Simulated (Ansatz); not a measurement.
Cost and result for the atomization energy of F₃GeH₂N, SMILES `[NH2][Ge]([F])([F])[F]` (7 atoms, 6 bonds).

```xyz
7

N     0.211   -0.591    0.997
Ge   -0.075    0.426   -0.441
F    -1.302    1.563   -0.115
F     1.355    1.255   -0.860
F    -0.569   -0.365   -1.878
H     0.986   -1.235    0.927
H    -0.605   -1.053    1.372
```

Charge 0, multiplicity 1. Correlated methods include outer-core shells of Ge, which these sets cover unevenly. Scalar relativity is left out up to krypton. The geometry is a stationary point of PBE0-D4/def2-TZVP. It is one conformer, not always the lowest. Program: Ansatz. All runs use 4 threads of an Arm Neoverse V1 on a shared host. Times are those of one run each, without the atoms' runs, and a repeat can differ threefold. Electronic energies, without spin–orbit coupling; frozen cores. CCSD(T)/CBS adds CCSD(T) − MP2 in def2-TZVPP to the MP2 limit, and its time is that of the two runs behind it. T1 = 0.012. With those shells the extrapolation isn't a true limit. B3LYP takes the VWN-RPA correlation (the form of Gaussian; ORCA's B3LYP/G).

CCSD(T)/CBS is a level of theory with its own doubt, some kJ/mol a heavy atom from the limit and from the frozen cores, so smaller differences don't rank the functionals.

```json
{"level": "revPBE-D4/def2-TZVPP", "functions": "200", "wall time": "1.5 s"}
{"level": "BLYP-D4/def2-TZVPP", "functions": "200", "wall time": "1.8 s"}
{"level": "PBE0-D4/def2-TZVPP", "functions": "200", "wall time": "2.4 s"}
{"level": "B3LYP-D4/def2-TZVPP (with forces)", "functions": "200", "wall time": "3 s"}
{"level": "r2SCAN-D4/def2-TZVPP (with forces)", "functions": "200", "wall time": "3.4 s"}
{"level": "B2PLYP/def2-TZVPP", "functions": "200", "wall time": "4.2 s"}
{"level": "PBE-QIDH/def2-TZVPP", "functions": "200", "wall time": "4.2 s"}
{"level": "ωB97X-V/def2-TZVPP", "functions": "200", "wall time": "6 s"}
{"level": "CCSD(T)/def2-SVP", "functions": "98", "wall time": "6.5 s"}
{"level": "ωB97M-V/def2-TZVPP (with forces)", "functions": "200", "wall time": "8.5 s"}
{"level": "MP2/def2-QZVPP", "functions": "377", "wall time": "15 s"}
{"level": "CCSD(T)/def2-TZVPP", "functions": "200", "wall time": "2.2 min"}
{"level": "CCSD(T)/CBS(def2)", "functions": "–", "wall time": "2.5 min"}
```

(1) What atomization energy does each give, and how far from CCSD(T)/CBS? (Estimate.)

Results:

(1) The calculation gave: 
| level | atomization (kJ/mol) | difference from CCSD(T)/CBS | per bond |
| --- | --- | --- | --- |
| revPBE-D4/def2-TZVPP | 2513.8 | -56.8 | -9.5 |
| BLYP-D4/def2-TZVPP | 2554.2 | -16.4 | -2.7 |
| PBE0-D4/def2-TZVPP | 2515.4 | -55.2 | -9.2 |
| B3LYP-D4/def2-TZVPP (with forces) | 2524.5 | -46.1 | -7.7 |
| r2SCAN-D4/def2-TZVPP (with forces) | 2550.5 | -20.1 | -3.4 |
| B2PLYP/def2-TZVPP | 2527.5 | -43.1 | -7.2 |
| PBE-QIDH/def2-TZVPP | 2517.2 | -53.4 | -8.9 |
| ωB97X-V/def2-TZVPP | 2569.6 | -1.0 | -0.2 |
| CCSD(T)/def2-SVP | 2348.6 | -222.0 | -37.0 |
| ωB97M-V/def2-TZVPP (with forces) | 2547.0 | -23.6 | -3.9 |
| MP2/def2-QZVPP | 2647.4 | 76.8 | 12.8 |
| CCSD(T)/def2-TZVPP | 2496.1 | -74.5 | -12.4 |
| CCSD(T)/CBS(def2) | 2570.6 | 0.0 | 0.0 |

At CCSD(T), def2-SVP lies −222.0 kJ/mol from the extrapolated value and def2-TZVPP −74.5 kJ/mol: correlation converges slowly with the basis, and small sets miss more of it in the bonded molecule than in its fragments. In def2-TZVPP, CCSD(T) changes the Hartree–Fock value by +779.1 kJ/mol (the triples alone add +51.5 kJ/mol) and MP2 by +884.2 kJ/mol; breaking electron pairs costs correlation energy, which Hartree–Fock lacks. Leaving LDA and LC-ωPBE aside and taking each functional with its dispersion term where it has one, the values, not all of them listed here, spread over 205.1 kJ/mol, from BHLYP-D4 to PBE-D4. LDA lies +407.1 kJ/mol from PBE without D4, its usual overbinding.
